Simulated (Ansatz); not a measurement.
Two isomers of C3H6BN: A = `BC1(C)C=N1`, B = `C=C1CBN1`.

Isolated molecules relaxed with PBE0-D4/def2-TZVP in Ansatz; ΔE leaves out vibrations. CCSD(T)/CBS is the MP2 limit (def2-TZVPP, def2-QZVPP) plus CCSD(T) − MP2 in def2-TZVPP, frozen cores. Functionals use def2-TZVPP. B3LYP here is the variant with VWN-RPA as its local correlation; programs differ in this.

Which is lower in electronic energy at CCSD(T)/CBS, and by how much? (Best estimate.)

Ansatz gave: B, by 56.4 kcal/mol.

Give E(B) − E(A) in kcal/mol with MP2/def2-TZVPP, ωB97M-V, PBE0-D4, B3LYP, CCSD(T)/def2-SVP, B3LYP-D4, CCSD(T)/def2-TZVPP. (Estimate.)

Computed: MP2/def2-TZVPP -54.9, ωB97M-V -57.5, PBE0-D4 -59.6, B3LYP -57.1, CCSD(T)/def2-SVP -55.6, B3LYP-D4 -57.2, CCSD(T)/def2-TZVPP -55.2. None reverses the order clearly.

Does the order hold for the free energy at 298.15 K (harmonic terms from PBE0-D4)? (Best estimate.)

The calculation gave: Yes: G(B) − G(A) = -52.2 kcal/mol.

Largest T1 diagnostic: 0.013.

Leaving LDA and LC-ωPBE aside and taking each functional with its dispersion term where it has one, the values, not all of them listed here, spread over 5.2 kcal/mol, from HSE06-D4 to BLYP-D4. LDA lies −8.1 kcal/mol from PBE without D4. From r2SCAN to r2SCAN0 (25 % exact exchange), in def2-TZVPP and without D4, E(B) − E(A) moves by −2.3 kcal/mol.
